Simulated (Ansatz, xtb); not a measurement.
## A geometry optimisation of GeH6OP+ with r2SCAN-D4/def2-SVP

The starting geometry of this gas-phase singlet was built from a drawn formula by distance geometry and a force field; its bonds are those of `[OH2+][PH2+][GeH2-]`.

```yaml
atoms:
  - { symbol: Ge, position_ang: [-0.1106, -2.5694, -1.7939] }
  - { symbol: O, position_ang: [-1.3918, -0.3025, 0.0227] }
  - { symbol: P, position_ang: [-0.2983, -1.5379, 0.1721] }
  - { symbol: H, position_ang: [-1.1053, 0.2378, -0.7212] }
  - { symbol: H, position_ang: [-2.2513, -0.6823, -0.3120] }
  - { symbol: H, position_ang: [-0.7283, -2.4457, 1.1099] }
  - { symbol: H, position_ang: [0.9732, -1.0413, 0.5020] }
  - { symbol: H, position_ang: [0.8909, -3.7719, -1.6874] }
  - { symbol: H, position_ang: [0.3581, -1.6079, -2.9127] }
```

Question: Predict what becomes of its bonds when it is optimised with r2SCAN-D4/def2-SVP.

Answer: It rearranges to `[OH2+][GeH2][PH2]`. Contacts that open: O2–P3 (1.66 → 3.52 Å). Contacts that close: Ge1–O2 (3.17 → 2.04 Å).

The energy falls by 4.65 eV over 29 steps:

| step | E − E(last) (eV) |
| --- | --- |
| 1 | 4.649 |
| 4 | 2.434 |
| 7 | 2.197 |
| 10 | 2.139 |
| 13 | 1.894 |
| 17 | 1.428 |
| 20 | 1.181 |
| 23 | 0.389 |
| 26 | 0.007 |
| 29 | 0.000 |

Final geometry (Å):

```xyz
9

Ge   -0.1381   -2.0846   -1.2878
O    -1.6917   -0.8569   -0.8024
P     1.3315   -2.1465    0.4485
H    -1.6078    0.1132   -0.8068
H    -2.6061   -1.0898   -1.0449
H     0.2973   -2.2398    1.4274
H     1.4621   -0.7259    0.5067
H    -1.0256   -3.3069   -1.4955
H     0.3148   -1.3839   -2.5656
```

From the same start GFN2-xTB ends elsewhere, in pieces: GeH4P + H2O.

The end wasn't checked by frequencies. Run with Ansatz 0.2.0, 65 s on 2 threads of AMD EPYC 7R43 64-Core Processor (Zen 3), with other jobs on the host.
